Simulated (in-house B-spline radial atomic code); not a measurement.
RPA and G0W0 for B+, [He] 2s2, as one setting changes: the highest l of the empty states. Start: Hartree-Fock. A dash marks a level of low quasi-particle weight. Computed with a B-spline radial code for spherical atoms: all electrons, non-relativistic, point nucleus, each spin shell either full or empty, empty states to the listed l with an (l + 1/2)⁻⁴ tail; G0W0 by contour deformation at full frequency.

```csv
highest l of the empty states,RPA summed (Eh),RPA extrapolated (Eh),G0W0 level (eV)
2,-0.14239,-0.14997,2s -24.906
3,?,?,?
4,-0.14918,-0.15123,2s -24.931
5,?,?,?
6,-0.15053,-0.15132,2s -24.933
7,-0.15079,-0.15132,2s -24.933
8,-0.15094,-0.15132,2s -24.933
9,-0.15104,-0.15131,2s -24.933
10,-0.1511,-0.15129,2s -24.933
11,-0.15115,-0.15129,2s -24.933
```

What belongs in the row for 3?

RPA summed (Eh): -0.14728; RPA extrapolated (Eh): -0.15099; G0W0 level (eV): 2s -24.926.

What belongs in the row for 5?

RPA summed (Eh): -0.15007; RPA extrapolated (Eh): -0.1513; G0W0 level (eV): 2s -24.933.
